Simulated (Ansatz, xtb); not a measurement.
## Relaxing a trial structure of FH2InN2

The starting geometry of this gas-phase singlet has its atoms placed at random.

| atom | x (Å) | y (Å) | z (Å) |
| --- | --- | --- | --- |
| F | -0.1948 | 0.8157 | -0.1471 |
| In | 0.2175 | -0.6474 | -1.7383 |
| N | 1.0358 | 0.8675 | 1.1841 |
| N | 0.1935 | -0.3113 | 0.8150 |
| H | -0.2719 | 1.7177 | 0.2062 |
| H | -1.2191 | -1.0735 | -1.2550 |

**Question.** One run relaxed it with r2SCAN-D4/def2-SVP. What is a likely outcome?

**Answer.** It loosens into HIn + FH + N2, which stay close as a complex. Distances that change by over a tenth: F1–N4 (1.53 → 3.03 Å), In2–N4 (2.58 → 2.95 Å), In2–H6 (1.57 → 1.84 Å), N3–N4 (1.50 → 1.10 Å). Contacts that open: F1–In2 (2.20 → 2.66 Å).

The energy falls by 11.62 eV over 27 steps:

```
step  E − E(last) (eV)
   1            11.625
   4             0.738
   7             0.103
  10             0.055
  13             0.035
  15             0.020
  18             0.005
  21             0.002
  24             0.001
  27             0.000
```

Final geometry (Å):

```json
{"atom": "F", "x (Å)": "-0.8872", "y (Å)": "1.6455", "z (Å)": "-0.3604"}
{"atom": "In", "x (Å)": "0.0673", "y (Å)": "-0.3580", "z (Å)": "-1.8312"}
{"atom": "N", "x (Å)": "1.0225", "y (Å)": "-0.2113", "z (Å)": "2.0799"}
{"atom": "N", "x (Å)": "0.9308", "y (Å)": "-0.3676", "z (Å)": "0.9914"}
{"atom": "H", "x (Å)": "-0.3418", "y (Å)": "2.2205", "z (Å)": "-0.8495"}
{"atom": "H", "x (Å)": "-1.0306", "y (Å)": "-1.5603", "z (Å)": "-0.9654"}
```

From the same start GFN2-xTB reaches the same bonding as this run.

From so rough a start the end depends on the optimiser's path, so another program may land elsewhere. The end wasn't checked by frequencies. Atoms past krypton carry core potentials, without spin–orbit terms. Run with Ansatz 0.2.0, 56 s on 1 thread of Intel(R) Xeon(R) 6975P-C (Granite Rapids), on a shared host.
